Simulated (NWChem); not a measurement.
Molecule: SnH2, singlet; SMILES [SnH2]

Program: NWChem. Low-valent species are run as closed-shell singlets; no triplet was tried in these runs. Structure relaxed at the PBE0/def2-SVP level. def2 effective core potentials on Sn; no spin-orbit coupling. B3LYP is NWChem's, with the RPA form of VWN correlation. Ions are spin-unrestricted doublets at the neutral geometry; other ion states weren't tried.

```json
[
 {"level": "B3LYP/def2-SVP", "vertical ionisation energy, ΔSCF (eV)": "9.04", "−ε(HOMO) (eV)": "6.42", "ΔSCF minus −ε(HOMO) (eV)": "2.62"},
 {"level": "PBE/def2-SVP", "vertical ionisation energy, ΔSCF (eV)": "8.89", "−ε(HOMO) (eV)": "5.61", "ΔSCF minus −ε(HOMO) (eV)": "3.28"},
 {"level": "LDA (Slater exchange, VWN5)/def2-SVP", "vertical ionisation energy, ΔSCF (eV)": "9.09", "−ε(HOMO) (eV)": "5.73", "ΔSCF minus −ε(HOMO) (eV)": "3.36"},
 {"level": "M06-2X/def2-SVP", "vertical ionisation energy, ΔSCF (eV)": "[?]", "−ε(HOMO) (eV)": "[?]", "ΔSCF minus −ε(HOMO) (eV)": "[?]"},
 {"level": "PBE0/def2-SVP", "vertical ionisation energy, ΔSCF (eV)": "8.92", "−ε(HOMO) (eV)": "6.57", "ΔSCF minus −ε(HOMO) (eV)": "2.35"}
]
```

Question: What belongs in the gaps?

Answer: 
- M06-2X/def2-SVP, vertical ionisation energy, ΔSCF (eV): 8.71
- M06-2X/def2-SVP, −ε(HOMO) (eV): 7.51
- M06-2X/def2-SVP, ΔSCF minus −ε(HOMO) (eV): 1.20
